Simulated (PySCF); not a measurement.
# Exercise with solution: oscillator strength and radiative lifetime

difluoromethyl(methyl)silane (C2H6F2Si), SMILES C[SiH2]C(F)F.

The structure is a stationary point at B3LYP-D3(BJ)/def2-SVP. One conformer was computed; it need not be the lowest.

TDDFT-LC-ωPBE/def2-SVPD in PySCF 2.14.0 puts the first singlet state with f over 0.02 at 8.82 eV (vertical), with the transition dipole (0.156, 0.469, 0.000) in atomic units.

Problem. Find the oscillator strength, the wavelength and the radiative lifetime that this transition would have in vacuum if emission retraced absorption.

Solution. 
|μ|² = 0.2443 au, so |μ| = 1.26 D. ΔE = 8.82/27.211 = 0.3241 hartree. f = (2/3) ΔE |μ|² = 0.053 (the program prints 0.053).
λ = 1239.84/8.82 = 141 nm; ν = 71138 cm⁻¹.
Einstein's coefficient A = 0.6670 ν² f s⁻¹ (ν in cm⁻¹) = 1.8e8 s⁻¹, so τ = 1/A = 5.6 ns. This state is S3; the lower singlets have f = 0.017, 0.005. The figure is the radiative limit of this one transition; relaxation, internal conversion, crossing to triplets and a medium change what is measured.
